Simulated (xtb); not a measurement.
C2H9NSi3, SMILES [SiH3][Si@H]1CN=C[SiH2]1. All values are semi-empirical tight-binding results from xtb (GFN2-xTB unless named), good for trends rather than for accurate numbers. The structure is a stationary point at GFN2-xTB. The structure was generated by enumeration; whether it is a known compound was not checked. Other conformers were not sampled.

Optimised geometry:

```xyz
15

Si    -2.5267     0.4844    -0.3509
Si    -0.5618    -0.3435     0.5491
C      0.3837    -1.4441    -0.7540
N      1.7185    -1.0204    -1.0494
C      2.2383    -0.0394    -0.4585
Si     1.3094     0.9784     0.8693
H     -3.4791    -0.5578    -0.7430
H     -3.2159     1.3393     0.6176
H     -2.2848     1.2992    -1.5448
H     -0.8217    -1.2301     1.7030
H     -0.1399    -1.4866    -1.7144
H      0.4611    -2.4823    -0.4188
H      3.2553     0.1921    -0.7568
H      2.0929     0.9218     2.1067
H      1.2775     2.3765     0.4276
```

The orbital gap is 2.39 eV and the dipole moment comes out as 1.67 D. The zero-point energy comes out as 60.0 kcal/mol. The G − E(el) at 298.15 K (modified RRHO) is 38.2 kcal/mol. The static polarisability (D4 model) is 112.1 bohr³, the solvation energy, GFN2-xTB/ALPB(water) is -2.2 kcal/mol and the solvation energy, GFN2-xTB/ALPB(dmf) is -6.2 kcal/mol.

**Question.** Give the atomic charges and the Wiberg bond orders between heavy atoms. (Estimate from the structure and the level; the computed values follow.)

**Answer.** charges (e) Si1 0.36, Si2 0.28, C3 -0.09, N4 -0.23, C5 -0.05, Si6 0.34, H7 -0.11, H8 -0.13, H9 -0.12, H10 -0.12, H11 0.02, H12 0.03, H13 0.03, H14 -0.10, H15 -0.11. Bond orders Si1–Si2 0.84, Si2–C3 0.85, C3–N4 1.06, N4–C5 1.95, Si2–Si6 0.87, C5–Si6 0.85.
